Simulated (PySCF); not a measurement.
**Frontier orbitals and the lowest excitations**

Compound: C7H14N2Si.
Geometry (PBE0-D3(BJ)/def2-SVP, Å), atoms numbered from 1 in this order:
```
atom  x, y, z in Å
C1    -1.4491    0.8045   -1.0228
C2    -0.9798   -0.1389    0.0957
C3    -0.8868    0.6251    1.4227
C4    -2.0174   -1.2541    0.2559
C5     0.3466   -0.7610   -0.2707
C6     0.6423   -2.0596   -0.6175
N7     1.9672   -2.2046   -0.9303
C8     2.4804   -1.0192   -0.7805
N9     1.5563   -0.0737   -0.3795
Si10   2.0783    1.5762    0.0364
H11   -0.7517    1.6402   -1.1781
H12   -1.5385    0.2602   -1.9747
H13   -2.4337    1.2327   -0.7757
H14   -1.8755    1.0200    1.7041
H15   -0.5332   -0.0301    2.2329
H16   -0.2080    1.4903    1.3676
H17   -2.9912   -0.8221    0.5322
H18   -2.1533   -1.8140   -0.6811
H19   -1.7230   -1.9651    1.0423
H20   -0.0433   -2.9037   -0.6618
H21    3.5267   -0.7558   -0.9458
H22    2.1813    1.7575    1.5114
H23    1.1505    2.5903   -0.5301
H24    3.4259    1.7036   -0.5822
```

Computed with TDDFT CAM-B3LYP/def2-SVPD, vertical, gas phase, core orbitals frozen in the response (PySCF).

Frontier orbitals with the atoms that hold most of them (Löwdin shares over 4%, at most four atoms; ? is withheld):

```csv
orbital,ε (eV),atoms
LUMO+2,1.37,"C8 16%, Si10 13%, N9 13%, C5 11%"
LUMO+1,1.00,"Si10 36%, H22 11%, H23 10%, H24 9%"
LUMO,?,"Si10 41%, H22 10%, H23 8%, H24 7%"
HOMO,-7.73,?
HOMO-1,-9.10,?
HOMO-2,-9.37,"N9 32%, N7 29%, C6 12%, C8 8%"
HOMO-3,-10.83,"C4 19%, C2 17%, C1 10%, C3 10%"
```

Q: Which atoms hold the HOMO-1, and with what shares?

A: N7 (bonded to 2 C) 65%; C6 (bonded to C, N and H) 10%; C8 (bonded to 2 N and H) 9%; N9 (bonded to 2 C and Si) 4%. By element: nitrogen 69%, carbon 20% or more.

Q: Which atoms hold the HOMO, and with what shares?

A: C5 (bonded to 2 C and N) 27%; C6 (bonded to C, N and H) 24%; C8 (bonded to 2 N and H) 20%; N7 (bonded to 2 C) 9%. By element: carbon 70% or more, nitrogen 9% or more.

Q: What is the LUMO energy, and the HOMO–LUMO gap?

A: ε(LUMO) = 0.95 eV; the gap is 8.69 eV (0.3192 hartree).

Q: How does S1 compare with the orbital gap of 8.69 eV?

A: S1 is at 6.09 eV (f = 0.063), 2.60 eV below the gap, made of HOMO→LUMO+1 (32%), HOMO→LUMO+2 (31%), HOMO→LUMO (31%). Its leading pair isn't HOMO and LUMO; the energies of that pair differ by 8.73 eV. 

Next come S2 at 6.13 eV (f 0.101), HOMO→LUMO+1 (47%), HOMO→LUMO+2 (40%); S3 at 6.48 eV (f 0.0032), HOMO-1→LUMO+2 (72%); S4 at 6.59 eV (f 0.017), HOMO→LUMO (60%), HOMO→LUMO+1 (15%), HOMO→LUMO+2 (12%); S5 at 6.72 eV (f 0.028), HOMO→LUMO+4 (46%), HOMO→LUMO+3 (18%), HOMO-2→LUMO+2 (13%).

The run took 8.6 min of wall time on one thread, Arm Neoverse N1 (aarch64), shared host, and the process peaked at 1.8 GiB of memory.
